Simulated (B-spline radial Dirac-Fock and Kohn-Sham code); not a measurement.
## Dipole and non-dipole photoemission parameters of Au²⁺ 3d3/2

System: Au²⁺, configuration [Xe] 4f14 5d9; threshold 2323.7 eV (orbital energy of the model). Model: Dirac-Hartree-Slater photoionisation with a Latter tail; cross sections with all multipoles, angular parameters from the dipole term and its interference with E2. Program: a radial B-spline solver.

Input of the calculation (task.json; shells as n, l, electrons):

```json
{"items": [{
  "Z": 79,
  "q": 2,
  "cfg": [[1, 0, 2], [2, 0, 2], [2, 1, 6], [3, 0, 2], [3, 1, 6], [3, 2, 10], [4, 0, 2], [4, 1, 6], [4, 2, 10], [4, 3, 14], [5, 0, 2], [5, 1, 6], [5, 2, 9]],
  "A": 197,
  "rrms": 5.4371,
  "do": "xps",
  "hv": [60, 80, 95.2, 108.0, 148.0, 151.0, 194.0, 215.0, 229.0, 300, 306.0, 411.0, 465.0, 580.0, 600, 940.0, 1430.0, 1486.9, 1880.0, 2580.0, 2984.4, 4290.0, 5080.0, 6000, 6680.0, 7600.0, 8047.8, 9420.0, 10600.0, 12500.0]
}]}
```

Launch: `python xray2_run.py task.json out`

| hν (eV) | σ (kb) | β | γ | δ |
| --- | --- | --- | --- | --- |
| 2580 | 260 | 0.470 | -0.150 | -0.021 |
| 2984.4 | 178 | 0.805 | -0.240 | -0.003 |
| 4290 | 65.2 | 1.188 | 0.049 | 0.065 |
| 5080 | 39.7 | 1.255 | 0.281 | 0.085 |
| 6000 | 24.0 | 1.285 | 0.533 | 0.104 |
| 6680 | 17.2 | 1.291 | 0.703 | 0.115 |
| 7600 | 11.4 | 1.285 | 0.912 | 0.130 |
| 8047.8 | 9.49 | 1.279 | 1.006 | 0.137 |
| 9420 | 5.68 | 1.253 | 1.259 | 0.159 |
| 10600 | ? | ? | ? | ? |
| 12500 | 2.20 | 1.178 | 1.709 | 0.205 |

Problem. Give the values at 10600 eV.

Solution. σ = 3.84 kb, β = 1.225, γ = 1.448, δ = 0.176.
